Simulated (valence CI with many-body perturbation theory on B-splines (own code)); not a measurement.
## Ba41+: electric-dipole lines

Method: valence CI with perturbative core correlation (CI+MBPT): five valence electrons over a frozen Dirac-Fock core [Ne], a basis of 9 s, 9 p, 8 d, 6 f, 3 g, 1 h functions for each j, with the one-electron correlation potential Σ1 (screened to all orders), the two-electron term Σ2, the three-electron term Σ3, Breit, model QED; selected single and double excitations, second order for the rest (own B-spline code, finite nucleus).

No measured spectrum was set against this ion. As an estimate, large intervals hold to a few tenths of a per cent, small ones and those within an open d or f shell to about a per cent. Among the levels kept, up to 640 cm⁻¹ of a level comes from second order outside the variational space, and about a tenth of that is noise between levels of different J, which matters for small intervals.

Lines 151 to 200 of 211 in falling wavelength, among levels below 29.543 Ry, chosen from the strongest by gf and those to the six lowest levels. Wavelengths and rates use the calculated energies. Electric multipoles are in the length gauge, E1 and E2 with the static RPA response of the core. Weak lines are less certain than strong ones. Lines between different terms over intervals too small for the method are left out, as are lines whose strength nearly cancels. The highest levels of a list are the least certain.

Levels are named by their leading jj configuration (3d3/2^4 stands for four electrons in 3d with j = 3/2), which in mixed levels can hold well under half, so a name can repeat and another be missing. Letters in brackets count levels of one name in rising energy.

| λ vac (Å) | Upper | Lower | A (s⁻¹) | S (a.u.) with core polarisation | S without |
| --- | --- | --- | --- | --- | --- |
| 58.63 | (3s^2 3p1/2 3p3/2 3d5/2) J=1/2 | (3s^2 3p1/2 3p3/2^2) J=3/2 | 8.75e+10 | 1.74e-02 | 1.77e-02 |
| 58.53 | (3s 3p1/2^2 3p3/2 3d3/2) J=3/2 [b] | (3s^2 3p1/2^2 3d3/2) J=3/2 | 6.73e+10 | 2.66e-02 | 2.71e-02 |
| 58.52 | (3s 3p1/2^2 3p3/2 3d5/2) J=7/2 | (3s^2 3p1/2^2 3d5/2) J=5/2 | 2.98e+10 | 2.36e-02 | 2.40e-02 |
| 57.08 | (3s 3p1/2 3p3/2^3) J=5/2 | (3s^2 3p1/2 3p3/2^2) J=5/2 | 2.38e+11 | 1.31e-01 | 1.34e-01 |
| 56.78 | (3s^2 3p1/2 3p3/2 3d5/2) J=3/2 [c] | (3s^2 3p1/2 3p3/2^2) J=3/2 | 1.43e+11 | 5.18e-02 | 5.27e-02 |
| 56.40 | (3s 3p1/2^2 3p3/2^2) J=1/2 | (3s^2 3p1/2^2 3p3/2) J=3/2 | 8.86e+10 | 1.57e-02 | 1.60e-02 |
| 56.20 | (3s 3p1/2^2 3p3/2^2) J=3/2 | (3s^2 3p1/2^2 3p3/2) J=3/2 | 1.39e+11 | 4.88e-02 | 4.97e-02 |
| 56.09 | (3s 3p1/2 3p3/2^3) J=3/2 | (3s^2 3p1/2 3p3/2^2) J=1/2 | 6.23e+10 | 2.17e-02 | 2.21e-02 |
| 55.93 | (3s 3p1/2 3p3/2^3) J=1/2 | (3s^2 3p1/2 3p3/2^2) J=1/2 | 3.58e+11 | 6.18e-02 | 6.29e-02 |
| 55.22 | (3s 3p1/2^2 3p3/2 3d3/2) J=5/2 [b] | (3s^2 3p1/2^2 3d3/2) J=3/2 | 1.69e+11 | 8.40e-02 | 8.56e-02 |
| 54.92 | (3s 3p1/2 3p3/2^3) J=5/2 | (3s^2 3p1/2 3p3/2^2) J=3/2 | 1.71e+10 | 8.39e-03 | 8.54e-03 |
| 54.59 | (3s 3p1/2^2 3p3/2 3d5/2) J=5/2 | (3s^2 3p1/2^2 3d3/2) J=3/2 | 7.44e+08 | 3.59e-04 | 3.65e-04 |
| 54.54 | (3s 3p1/2^2 3p3/2 3d3/2) J=1/2 [b] | (3s^2 3p1/2^2 3d3/2) J=3/2 | 1.92e+11 | 3.07e-02 | 3.13e-02 |
| 53.53 | (3s 3p1/2 3p3/2^3) J=3/2 | (3s^2 3p1/2 3p3/2^2) J=5/2 | 3.49e+11 | 1.06e-01 | 1.08e-01 |
| 53.26 | (3s 3p1/2^2 3p3/2 3d5/2) J=3/2 | (3s^2 3p1/2^2 3d3/2) J=3/2 | 8.73e+09 | 2.60e-03 | 2.65e-03 |
| 51.62 | (3s 3p1/2 3p3/2^3) J=3/2 | (3s^2 3p1/2 3p3/2^2) J=3/2 | 6.79e+10 | 1.84e-02 | 1.88e-02 |
| 51.49 | (3s 3p1/2 3p3/2^3) J=1/2 | (3s^2 3p1/2 3p3/2^2) J=3/2 | 9.75e+10 | 1.31e-02 | 1.34e-02 |
| 50.76 | (3s^2 3p1/2 3p3/2 3d3/2) J=5/2 [a] | (3s^2 3p1/2^2 3p3/2) J=3/2 | 1.17e+09 | 4.52e-04 | 4.59e-04 |
| 50.53 | (3s^2 3p1/2 3p3/2 3d3/2) J=3/2 [a] | (3s^2 3p1/2^2 3p3/2) J=3/2 | 2.83e+10 | 7.21e-03 | 7.34e-03 |
| 50.41 | (3s^2 3p1/2 3p3/2 3d3/2) J=1/2 [a] | (3s^2 3p1/2^2 3p3/2) J=3/2 | 3.21e+09 | 4.06e-04 | 4.13e-04 |
| 48.13 | (3s^2 3p3/2^2 3d3/2) J=1/2 | (3s^2 3p1/2 3p3/2^2) J=1/2 | 3.48e+10 | 3.83e-03 | 3.90e-03 |
| 48.08 | (3s^2 3p3/2^2 3d3/2) J=3/2 [a] | (3s^2 3p1/2 3p3/2^2) J=1/2 | 5.38e+10 | 1.18e-02 | 1.20e-02 |
| 47.29 | (3s^2 3p3/2^2 3d5/2) J=1/2 | (3s^2 3p1/2 3p3/2^2) J=1/2 | 1.09e+10 | 1.13e-03 | 1.15e-03 |
| 46.48 | (3s^2 3p1/2 3p3/2 3d5/2) J=3/2 [a] | (3s^2 3p1/2^2 3p3/2) J=3/2 | 2.20e+08 | 4.36e-05 | 4.42e-05 |
| 46.41 | (3s^2 3p3/2^2 3d5/2) J=7/2 | (3s^2 3p1/2 3p3/2^2) J=5/2 | 1.85e+11 | 7.31e-02 | 7.44e-02 |
| 46.38 | (3s^2 3p3/2^2 3d3/2) J=5/2 | (3s^2 3p1/2 3p3/2^2) J=5/2 | 4.01e+11 | 1.18e-01 | 1.21e-01 |
| 46.19 | (3s^2 3p3/2^2 3d3/2) J=3/2 [a] | (3s^2 3p1/2 3p3/2^2) J=5/2 | 2.53e+11 | 4.93e-02 | 5.02e-02 |
| 45.74 | (3s^2 3p1/2 3p3/2 3d5/2) J=5/2 [a] | (3s^2 3p1/2^2 3p3/2) J=3/2 | 1.86e+11 | 5.28e-02 | 5.38e-02 |
| 45.72 | (3s^2 3p3/2^2 3d3/2) J=7/2 | (3s^2 3p1/2 3p3/2^2) J=5/2 | 3.01e+11 | 1.14e-01 | 1.16e-01 |
| 45.56 | (3s^2 3p3/2^2 3d3/2) J=3/2 [b] | (3s^2 3p1/2 3p3/2^2) J=1/2 | 5.31e+11 | 9.92e-02 | 1.01e-01 |
| 45.22 | (3s^2 3p1/2 3p3/2 3d3/2) J=5/2 [b] | (3s^2 3p1/2^2 3p3/2) J=3/2 | 3.94e+11 | 1.08e-01 | 1.10e-01 |
| 44.95 | (3s^2 3p3/2^2 3d3/2) J=5/2 | (3s^2 3p1/2 3p3/2^2) J=3/2 | 2.07e+11 | 5.57e-02 | 5.67e-02 |
| 44.80 | (3s^2 3p3/2^2 3d3/2) J=1/2 | (3s^2 3p1/2 3p3/2^2) J=3/2 | 6.58e+11 | 5.84e-02 | 5.95e-02 |
| 44.76 | (3s^2 3p3/2^2 3d3/2) J=3/2 [a] | (3s^2 3p1/2 3p3/2^2) J=3/2 | 4.75e+11 | 8.41e-02 | 8.57e-02 |
| 44.60 | (3s^2 3p1/2 3p3/2 3d3/2) J=3/2 [b] | (3s^2 3p1/2^2 3p3/2) J=3/2 | 9.37e+11 | 1.64e-01 | 1.67e-01 |
| 44.58 | (3s^2 3p1/2 3p3/2 3d3/2) J=1/2 [b] | (3s^2 3p1/2^2 3p3/2) J=3/2 | 6.87e+11 | 6.01e-02 | 6.12e-02 |
| 44.08 | (3s^2 3p3/2^2 3d5/2) J=1/2 | (3s^2 3p1/2 3p3/2^2) J=3/2 | 7.85e+10 | 6.64e-03 | 6.76e-03 |
| 43.85 | (3s^2 3p3/2^2 3d3/2) J=3/2 [b] | (3s^2 3p1/2 3p3/2^2) J=5/2 | 1.64e+10 | 2.73e-03 | 2.79e-03 |
| 42.56 | (3s^2 3p3/2^2 3d3/2) J=3/2 [b] | (3s^2 3p1/2 3p3/2^2) J=3/2 | 4.43e+09 | 6.75e-04 | 6.87e-04 |
| 42.43 | (3s^2 3p3/2^2 3d5/2) J=5/2 [a] | (3s^2 3p1/2 3p3/2^2) J=5/2 | 6.20e+08 | 1.40e-04 | 1.43e-04 |
| 42.36 | (3s^2 3p3/2^2 3d5/2) J=3/2 | (3s^2 3p1/2 3p3/2^2) J=1/2 | 1.49e+10 | 2.24e-03 | 2.28e-03 |
| 42.20 | (3s^2 3p1/2 3p3/2 3d5/2) J=5/2 [b] | (3s^2 3p1/2^2 3p3/2) J=3/2 | 5.95e+10 | 1.32e-02 | 1.35e-02 |
| 42.05 | (3s^2 3p1/2 3p3/2 3d5/2) J=3/2 [b] | (3s^2 3p1/2^2 3p3/2) J=3/2 | 1.79e+10 | 2.62e-03 | 2.67e-03 |
| 41.75 | (3s^2 3p1/2 3p3/2 3d5/2) J=1/2 | (3s^2 3p1/2^2 3p3/2) J=3/2 | 4.04e+10 | 2.90e-03 | 2.95e-03 |
| 41.23 | (3s^2 3p3/2^2 3d5/2) J=5/2 [a] | (3s^2 3p1/2 3p3/2^2) J=3/2 | 1.04e+07 | 2.16e-06 | 2.19e-06 |
| 40.88 | (3s^2 3p3/2^2 3d5/2) J=3/2 | (3s^2 3p1/2 3p3/2^2) J=5/2 | 1.22e+10 | 1.64e-03 | 1.67e-03 |
| 40.80 | (3s^2 3p1/2 3p3/2 3d5/2) J=3/2 [c] | (3s^2 3p1/2^2 3p3/2) J=3/2 | 1.26e+10 | 1.69e-03 | 1.72e-03 |
| 40.34 | (3s^2 3p3/2^2 3d5/2) J=5/2 [b] | (3s^2 3p1/2 3p3/2^2) J=5/2 | 1.33e+09 | 2.59e-04 | 2.63e-04 |
| 39.84 | (3s 3p1/2 3p3/2^3) J=5/2 | (3s^2 3p1/2^2 3p3/2) J=3/2 | 1.58e+09 | 2.96e-04 | 3.02e-04 |
| 39.76 | (3s^2 3p3/2^2 3d5/2) J=3/2 | (3s^2 3p1/2 3p3/2^2) J=3/2 | 2.29e+07 | 2.84e-06 | 2.91e-06 |
